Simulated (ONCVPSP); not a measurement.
# gadolinium (Gd): one change to an ONCV potential, before and after

ONCVPSP 4.0.1 input, shortened (lines: element, Z, core and valence counts, functional; n l f; lmax; l rc ep ncon nbas qcut; lloc lpopt rc5 dvloc0; l nproj debl; icmod fcfact rcfact), PBEsol, scalar-relativistic:

```
  Gd 64.00    8    7  -116133      upf
    1    0    2.00
    2    0    2.00
    2    1    6.00
    3    0    2.00
    3    1    6.00
    3    2   10.00
    4    0    2.00
    4    1    6.00
    4    2   10.00
    4    3    7.00
    5    0    2.00
    5    1    6.00
    5    2    1.00
    6    0    1.50
    6    1    0.50
    3
    0    1.90    0.00    5    8    5.20
    1    2.05    0.00    4    7    6.40
    2    0.95    0.00    4    9   15.10
    3    0.95    0.00    4    9   21.10
    3    5    0.95    0.00
    0    2    3.60
    1    2    1.30
    2    2    2.20
    3    0    3.10
    0    0.00    0.00
```

Change: f: qcut 22.2.

Cutoffs: the cutoffs (Ha) at which the residual kinetic energy of the hardest occupied pseudo-wave falls to 1 and 0.1 mHa per electron; they do not see the model core or the augmentation charge, which bear on the density cutoff. Errors are all-electron minus pseudo energies relative to the spin-unpolarised reference configuration.

Problem. How do hardness, ghosts and transferability respond?

Solution. The potential gets neither clearly harder nor softer (161 Ha and 180 Ha → 173 Ha and 194 Ha); both files keep a bound ghost (p, s); the lowest positive-energy flag moves from s at 39.6 eV to s at 12.0 eV; the errors of the 4 common tests hardly move.

```csv
quantity,base,changed
"cutoff, loose",161 Ha,173 Ha
"cutoff, tight",180 Ha,194 Ha
loose cutoff by channel,"s 20 Ha, p 13 Ha, d 94 Ha, f 161 Ha","s 20 Ha, p 13 Ha, d 94 Ha, f 173 Ha"
bound ghosts,"s, p","s, p"
GHOST(+) flags under 300 eV,s at 39.6 eV,s at 12.0 eV
"error for 4d10 4f7 5s2 5p6 5d1 6s2 6p0, meV [ΔE -1.43 eV]",+0.3,+0.2
"error for 4d10 4f7 5s2 5p6 5d1 6s1 6p0, meV [ΔE 5.24 eV]",-1.7,-1.5
"error for 4d10 4f7 5s2 5p6 5d1 6s0 6p0, meV [ΔE 17.29 eV]",-5.4,-5.0
"error for 4d10 4f7 5s2 5p6 5d1 6s0 6p1, meV [ΔE 8.84 eV]",-2.4,-2.1
s: phases at 1.93 bohr within 0.05 rad from the reference energy up to (Ha; the scan ends near 5),1.2,0.4
p: phases at 2.08 bohr within 0.05 rad from the reference energy up to (Ha; the scan ends near 5),to the end of the scan,to the end of the scan
d: phases at 0.97 bohr within 0.05 rad from the reference energy up to (Ha; the scan ends near 5),to the end of the scan,to the end of the scan
f: phases at 0.97 bohr within 0.05 rad from the reference energy up to (Ha; the scan ends near 5),4.2,4.4
```

 A true bound ghost makes a file unfit for plane-wave use even where its test errors are small: the radial tests pick states by their node count and pass the ghost by.
